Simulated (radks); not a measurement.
Question: Species: neutral palladium. Configuration: [Kr] 4d10. Method: scalar-relativistic Kohn-Sham, LDA (Slater exchange, Perdew-Wang correlation), spin-polarised, spherical densities, finite nucleus; Fermi nuclear charge, rms radius 4.5318 fm; computed with a radial shooting solver on a logarithmic mesh with Libxc functionals. Some entries of the table are withheld. Estimate them.

| orbital | occ. | eigenvalue (Ry) | <r^2> (bohr^2) |
|---|---|---|---|
| 1s | 2 | -1773.864 | 0.001374 |
| 2s | 2 | (1) | 0.02261 |
| 2p | 6 | -232.4210 | (2) |
| 3s | 2 | -46.66701 | (3) |
| 3p | 6 | -37.91150 | 0.1671 |
| 3d | 10 | -23.95665 | 0.1529 |
| 4s | 2 | -6.27904 | 1.016 |
| 4p | 6 | (4) | 1.252 |
| 4d | 10 | (5) | (6) |

Answer: 
(1) 2s eigenvalue (Ry): -259.0532
(2) 2p <r^2> (bohr^2): 0.01779
(3) 3s <r^2> (bohr^2): 0.1652
(4) 4p eigenvalue (Ry): -3.77497
(5) 4d eigenvalue (Ry): -0.31669
(6) 4d <r^2> (bohr^2): 3.250
